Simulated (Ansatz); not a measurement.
The first iterations of a band of CH₃NO₂Si (8 atoms, charge 0, multiplicity 1).

Level of theory: Ansatz, RKS PBE-D4/def2-SVP.

| Item | Value |
| --- | --- |
| movable images | 7 |
| climbing image | yes |
| spring | 5.0 eV/Å² |
| optimiser | quadratic models (default) |
| start path | through a guess of the saddle point |
| force threshold | 0.05 eV/Å |
| iteration limit | 60 |
| end points | relaxed |

Image 0:

```xyz
8
Properties=species:S:1:pos:R:3
O -0.793 0.964 1.813
C -0.242 0.220 0.858
N 1.002 -0.167 0.732
Si -0.007 -0.737 -0.639
O 0.156 -0.146 -2.188
H -0.062 1.183 2.443
H -0.368 -2.167 -0.811
H 0.405 0.793 -2.263
```

Image 8:

```xyz
8
Properties=species:S:1:pos:R:3
O -0.123 0.967 2.026
C 0.132 0.197 0.956
N 1.282 -0.311 0.612
Si 0.007 -0.713 -0.588
O 0.008 -0.079 -2.130
H -1.080 1.162 2.022
H -0.535 -2.088 -0.735
H 0.401 0.808 -2.219
```

| iteration | highest image above the first end (eV) | largest band force component (eV/Å) |
| --- | --- | --- |
| 1 | 4.915 | 32.724 |
| 2 | 0.749 | 2.092 |
| 3 | 0.572 | 1.058 |

Task: Does the band converge within its limit, and where does its top end?

Result: It converged. It ended after 9 iterations with the highest image 0.491 eV above the first end. A vibrational analysis at the climbing image gives one clearly imaginary mode, 576i cm⁻¹: a first-order saddle point.

Run time: 3 min on 1 thread of Intel(R) Xeon(R) Processor @ 2.70GHz, on a shared host, peak memory 0.13 GiB.
